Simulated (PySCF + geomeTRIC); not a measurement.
Calculation: PySCF + geomeTRIC with PBE0-D4/def2-TZVP. fastk is a local helper that only speeds up exchange builds. No frequencies were computed at this level.

```python
import json, numpy as np
from pyscf import gto, dft
from fastk import lowrank_exchange
atoms = """
C     -0.819774    -0.050123    -0.035792
Si     1.045368     0.089807    -0.331332
H     -1.037827    -0.137107     1.028024
H     -1.348184     0.823282    -0.407879
H     -1.236369    -0.924560    -0.528506
H      1.776002    -1.111238     0.054166
H      1.620783     1.309939     0.221319
"""
def scf(charge, spin, dm0=None):
    mol = gto.M(atom=atoms, basis='def2-tzvp', ecp={}, charge=charge, spin=spin, verbose=3, max_memory=3780)
    mf = dft.KS(mol, xc='pbe0').density_fit(auxbasis="def2-universal-jkfit")
    mf.disp = 'd4'
    mf.grids.level = 3
    mf.conv_tol = 1e-8
    mf.max_cycle = 60
    mf.kernel(dm0)
    if not mf.converged:
        mf = mf.newton().run(mf.mo_coeff, mf.mo_occ).undo_soscf()
    return mf
mf = scf(0, 1)
lowrank_exchange(mf)  # same exchange matrices as the stock routine, built faster for response steps
mo, _, stable, _ = mf.stability(return_status=True)
if not stable:
    mf.kernel(mf.make_rdm1(mo, mf.mo_occ))
del mf.get_jk
from pyscf.geomopt.geometric_solver import kernel as optimize
path = []
done, mol = optimize(mf, maxsteps=80, assert_convergence=False, callback=lambda env: path.append((env["energy"], bool(env["g_scanner"].converged))))
res = dict(converged=bool(done and path[-1][1]), energy=path[-1][0], path=[e for e, c in path], xyz=mol.atom_coords(unit="Angstrom").tolist(), nao=mol.nao)
json.dump(res, open("result.json", "w"))
```

Output:

```
converged SCF energy = -330.403550131293  <S^2> = 0.75291859  2S+1 = 2.0029165
<class 'pyscf.df.df_jk.DFUKS'> wavefunction is stable in the internal stability analysis
Geometry optimization cycle 1
converged SCF energy = -330.403550131301  <S^2> = 0.75291875  2S+1 = 2.0029166
cycle 1: E = -330.403550131  dE = -330.404  norm(grad) = 0.0286244
Geometry optimization cycle 2
converged SCF energy = -330.404793957295  <S^2> = 0.75264326  2S+1 = 2.0026415
cycle 2: E = -330.404793957  dE = -0.00124383  norm(grad) = 0.0032101
Geometry optimization cycle 3
converged SCF energy = -330.404843817578  <S^2> = 0.75259232  2S+1 = 2.0025906
cycle 3: E = -330.404843818  dE = -4.98603e-05  norm(grad) = 0.000899405
Geometry optimization cycle 4
converged SCF energy = -330.404851077144  <S^2> = 0.75258553  2S+1 = 2.0025839
cycle 4: E = -330.404851077  dE = -7.25957e-06  norm(grad) = 0.000327036
Geometry optimization cycle 5
converged SCF energy = -330.404851261824  <S^2> = 0.75258531  2S+1 = 2.0025836
cycle 5: E = -330.404851262  dE = -1.8468e-07  norm(grad) = 8.50659e-05
<class 'geometric.internal.Distance'> : 6
<class 'geometric.internal.Angle'> : 9
<class 'geometric.internal.Dihedral'> : 6
<class 'geometric.internal.TranslationX'> : 1
<class 'geometric.internal.TranslationY'> : 1
<class 'geometric.internal.TranslationZ'> : 1
<class 'geometric.internal.RotationA'> : 1
<class 'geometric.internal.RotationB'> : 1
<class 'geometric.internal.RotationC'> : 1
Step    0 : Gradient = 1.082e-02/2.173e-02 (rms/max) Energy = -330.4035501313
Step    1 : Displace = 2.530e-02/4.371e-02 (rms/max) Trust = 1.000e-01 (=) Grad = 1.213e-03/2.554e-03 (rms/max) E (change) = -330.4047939573 (-1.244e-03) Quality = 1.089
Step    2 : Displace = 6.909e-03/1.001e-02 (rms/max) Trust = 1.414e-01 (+) Grad = 3.399e-04/4.705e-04 (rms/max) E (change) = -330.4048438176 (-4.986e-05) Quality = 1.249
Step    3 : Displace = 3.638e-03/5.475e-03 (rms/max) Trust = 2.000e-01 (+) Grad = 1.236e-04/1.949e-04 (rms/max) E (change) = -330.4048510771 (-7.260e-06) Quality = 1.066
Step    4 : Displace = 3.643e-04/5.255e-04 (rms/max) Trust = 2.828e-01 (+) Grad = 3.215e-05/6.710e-05 (rms/max) E (change) = -330.4048512618 (-1.847e-07) Quality = 1.150
Converged! =D
```

Cost: very roughly 2.3 core-minutes.
